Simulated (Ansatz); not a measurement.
C3H9BO can be A, `BCC(C)O`, or B, `CBOCC`.

Gas-phase electronic energies from Ansatz, PBE0-D4/def2-TZVP geometries. CBS: MP2 limit from def2 TZ/QZ plus the TZ coupled-cluster correction, frozen cores. Functionals use def2-TZVPP. B3LYP here is the variant with VWN-RPA as its local correlation; programs differ in this. One conformer a species, not always the lowest.

A:

Z-matrix (Å, degrees):
```
C
C 1 1.515
B 1 1.554 2 115.2
H 1 1.096 2 110.2 3 128.7
H 1 1.105 2 109.4 3 -116.5
O 2 1.423 1 105.3 3 -61.3
C 2 1.516 1 113.5 3 177.0
H 2 1.101 1 108.3 3 55.5
H 3 1.198 1 120.8 2 158.5
H 3 1.198 1 120.4 2 -26.0
H 6 0.961 2 108.6 1 179.6
H 7 1.093 2 110.9 1 -61.8
H 7 1.094 2 111.2 1 178.5
H 7 1.093 2 110.2 1 58.4
```

B:

Z-matrix (Å, degrees):
```
C
B 1 1.561
H 1 1.091 2 113.4
H 1 1.096 2 110.2 3 -122.1
H 1 1.096 2 110.2 3 122.1
O 2 1.347 1 119.7 3 -0.2
H 2 1.208 1 121.9 3 179.8
C 6 1.418 2 122.3 1 179.2
C 8 1.509 6 110.3 2 -113.6
H 8 1.096 6 109.7 2 8.9
H 8 1.094 6 107.2 2 126.1
H 9 1.092 8 110.6 6 -56.8
H 9 1.092 8 110.8 6 63.4
H 9 1.093 8 110.2 6 -176.7
```

Task: Which is lower in electronic energy at CCSD(T)/CBS, and by how much? (Best estimate.)

Result: Ansatz gave: B, by 185.2 kJ/mol.

Task: Give E(B) − E(A) in kJ/mol with ωB97M-V, HF/def2-TZVPP, r2SCAN-D4, CCSD(T)/def2-TZVPP, B3LYP, B2PLYP, MP2/def2-TZVPP. (Best estimate.)

Result: The calculation gave: ωB97M-V -187.7, HF/def2-TZVPP -190.1, r2SCAN-D4 -192.5, CCSD(T)/def2-TZVPP -186.9, B3LYP -198.3, B2PLYP -194.8, MP2/def2-TZVPP -186.8. None reverses the order clearly.

Largest T1 diagnostic: 0.012.

The D4 term adds +4.2 kJ/mol with B3LYP and +2.1 kJ/mol with PBE0; it sums over pairs of atoms, weighted by their polarisabilities, and B3LYP, whose exchange is more repulsive, gets the larger term. From PBE to PBE0 (25 % exact exchange), in def2-TZVPP and without D4, E(B) − E(A) moves by +3.2 kJ/mol.
